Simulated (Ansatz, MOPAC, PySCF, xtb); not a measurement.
Pair of molecules: H2O (SMILES O) (first 3 atoms) with ClH3Si (SMILES [SiH3]Cl); geometry from B3LYP-D3(BJ)/def2-TZVP, rigid monomers moved along the line of their centres of mass till O1···Si4 is 2.92 Å.
(charge 0, multiplicity 1):
```xyz
8

O      0.0965    -0.3812     0.0761
H      0.7854    -0.9540    -0.2767
H      0.5661     0.3263     0.5339
Si    -0.4615    -0.9671     2.8851
Cl     0.9218     0.5887     2.8049
H     -0.7242    -1.2105     4.3185
H      0.1404    -2.1631     2.2720
H     -1.6918    -0.5440     2.1989
```

Interaction energies are E(AB) − E(A) − E(B) at the monomers' geometry in the complex; basis-set methods are counterpoise corrected. Rows marked so take none.

Rows in 6-31G* carry no dispersion term and start afresh at each structure (6-31G* with six Cartesian d functions). The state that PM6 reach isn't checked.

Programs: Ansatz (Gaussian basis) for Hartree–Fock, density functionals and correlated methods; MOPAC for PM6 (differences of heats of formation); PySCF for 6-31G* rows, the dispersion terms; xtb for the GFN methods. Values without a source in brackets are computed.

Question: One of these levels gives -137.1 meV for the interaction energy. Which one is it?
(A) B3LYP/6-31G* (no counterpoise)
(B) PM6
(C) GFN1-xTB
(D) PBE-D3(BJ)/def2-TZVPPD

Answer: A, B3LYP/6-31G* (no counterpoise). The others give -11.7 (PM6), -314.8 (GFN1-xTB), -91.7 (PBE-D3(BJ)/def2-TZVPPD)

Ansatz is an electronic-structure program.
